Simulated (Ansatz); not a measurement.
Basis-set extrapolation for BClH$_{3}$NO$_{2}$Si, SMILES `N[Si]1(O)OB1Cl` (PBE0-D4/def2-TZVP geometry, frozen core, Ansatz). Multiplicity 1, RHF reference.

```tsv
	def2-TZVPP	def2-QZVPP
HF	-979.331432	-979.364606
MP2 correlation	-1.075866	-1.164341
CCSD(T) correlation	-1.150982	not run
```

Energies in hartree. Use E(X) = E(∞) + A·exp(−7.88·√X) for Hartree–Fock and E(X) = E(∞) + B·X^(−2.97) for correlation, with X = 3 and 4, and add CCSD(T) minus MP2 of the smaller set to the MP2 limit.

Question: What is the CCSD(T) energy at the basis-set limit?

Answer: HF limit: -979.364606 + (-0.033174) × 0.13774 = -979.36918. MP2 limit: -1.164341 + (-0.088475) × 0.74074 = -1.22988. Higher-order term: -1.150982 − (-1.075866) = -0.07512. Total: -980.67418 hartree, 120.3 kcal/mol below CCSD(T)/def2-TZVPP.
